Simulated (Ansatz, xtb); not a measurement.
## C4H4BBrF2: which of two isomers lies lower

Structure X: `C=C/C=C(/Br)B(F)F`, a singlet. Structure Y: `FB(F)/C=C1\C[C@@H]1Br`, a singlet. Both are isolated molecules in the gas phase, relaxed with PBE-D3(BJ)/def2-SVP; the shapes shown needn't be the lowest conformers.

X (Å):

```xyz
12

C     0.8742   -4.3706   -1.3104
C     0.5251   -3.1161   -0.9322
C    -0.1222   -2.1896   -1.8404
C    -0.5129   -0.9086   -1.5553
B    -0.3581   -0.1491   -0.2043
Br   -1.3507    0.1029   -2.9457
F    -0.7853    1.0983   -0.0478
F     0.2139   -0.7228    0.8609
H     0.6773   -4.7366   -2.3316
H     1.3649   -5.0646   -0.6118
H     0.7334   -2.7763    0.0934
H    -0.3117   -2.5722   -2.8598
```

Y (Å):

```xyz
12

C    -0.8547   -1.6449   -0.4371
C     0.0169   -2.4548   -1.0631
C     1.2401   -2.5906   -1.8711
C     0.3685   -3.7991   -1.5196
B    -0.5972   -0.1203   -0.3344
Br   -0.7090   -4.6703   -2.8720
F    -1.4452    0.6900    0.3021
F     0.4858    0.4452   -0.8737
H    -1.7620   -2.0960    0.0006
H     1.2094   -2.2053   -2.9057
H     2.2335   -2.5234   -1.3926
H     0.7577   -4.5385   -0.8000
```

Q: Which of the two would you expect CCSD(T)/def2-SVP + ΔMP2/def2-TZVPP electronic energies to favour?

A: Structure X; the calculation gives E(Y) − E(X) = +79.7 kJ/mol.

Level by level:

```tsv
level	geometry	E(Y) − E(X) (kJ/mol)	departure from the last row (kJ/mol)	job, with rough time for the two
GFN2-xTB	GFN2-xTB	+16.5	−63.2	optimisation, 0.16 s
HF/STO-3G	GFN2-xTB	+23.8	−55.9	single point, 0.52 s
r2SCAN-D4/def2-SVP	GFN2-xTB	+65.6	−14.2	single point, 4.5 s
PBE-D3(BJ)/def2-SVP	PBE-D3(BJ)/def2-SVP	+63.5	−16.2	optimisation, 29 s
HF/def2-SVP	PBE-D3(BJ)/def2-SVP	+70.5	−9.2	part of the CCSD(T) run
MP2/def2-SVP	PBE-D3(BJ)/def2-SVP	+62.0	−17.7	part of the CCSD(T) run
CCSD(T)/def2-SVP	PBE-D3(BJ)/def2-SVP	+72.9	−6.8	single point
CCSD(T)/def2-SVP + ΔMP2/def2-TZVPP	PBE-D3(BJ)/def2-SVP	+79.7		single point, 2.4 min
```

As drawn, Y has 2 C–C in place of 1 C=C. Structure X has no ring, Y a 3-membered ring.

The levels shown agree on the order. The largest departure from CCSD(T)/def2-SVP + ΔMP2/def2-TZVPP is that of GFN2-xTB, 63.2 kJ/mol. The last row adds to CCSD(T) the change of the MP2 difference between the two basis sets, here +6.8 kJ/mol.

With thermal terms from frequencies at re-optimised GFN2-xTB minima (ideal gas, soft modes damped towards free rotors, one conformer each, 298.15 K, 1 atm): the zero-point term adds +1.7 kJ/mol; ΔH is +80.1 and ΔG +81.5 kJ/mol.

The correlated steps freeze 16 core orbitals; the filled d shell of Br is correlated, in a basis made for valence electrons. Mirror images aren't counted in ΔG. Run with Ansatz 0.2.0, xtb 6.7.1; the last row on 4 threads of Arm Neoverse V2 on a shared host.
